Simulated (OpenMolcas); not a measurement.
**OpenMolcas input wanted**

CH7BSi2 has 11 atoms, charge 0, and is taken as a singlet. As SMILES, `CB1[SiH2][SiH2]1`. Geometry: relaxed at PBE0-D4/def2-TZVP.

```xyz
11

C    -0.2639    1.7935    0.0995
B    -0.4506    0.2430   -0.0166
Si    0.0188   -1.1486    1.1994
Si    0.2103   -0.9829   -1.3188
H     0.1656    2.1218    1.0488
H    -1.2713    2.2291    0.0511
H     0.3010    2.2380   -0.7230
H    -0.4792   -2.5413    1.1070
H     0.8769   -0.9754    2.4039
H     1.2390   -0.6628   -2.3466
H    -0.2812   -2.3712   -1.4842
```

Settings wanted:

| Setting | Value |
| --- | --- |
| method | DFT |
| reference | RKS |
| integral approximation | none |
| basis set | 6-31G* |
| task | gradient |
| functional | BLYP |
| nucleus | point |
| integration grid | UltraFine |
| SCF convergence threshold | 1e-10 |
| d and f functions | spherical |

Problem. Write the OpenMolcas 26.06 input and the command.

Solution. One that was run (others would do as well):

job.input:
```
&GATEWAY
  BasLib=$CurrDir
  Coord
  11
  angstrom
  C       -0.263900       1.793500       0.099500
  B       -0.450600       0.243000      -0.016600
  Si       0.018800      -1.148600       1.199400
  Si       0.210300      -0.982900      -1.318800
  H        0.165600       2.121800       1.048800
  H       -1.271300       2.229100       0.051100
  H        0.301000       2.238000      -0.723000
  H       -0.479200      -2.541300       1.107000
  H        0.876900      -0.975400       2.403900
  H        1.239000      -0.662800      -2.346600
  H       -0.281200      -2.371200      -1.484200
  Basis=6-31Gs
  Group=NoSym

&SEWARD
  GridInput
  Grid=UltraFine
  End of Grid

&SCF
  KSDFT=BLYP
  Thresholds=1e-10 1e-07 1e-07 1e-05
  PrOrbitals=1 1

&ALASKA
```

```bash
$ export MOLCAS_MEM=1860
$ pymolcas job.input > job.log
```

(Basis files named in the input come from the Basis Set Exchange and aren't shown.)

Calculated total energy: -645.97426 Eh, largest force 0.371 eV/Å.
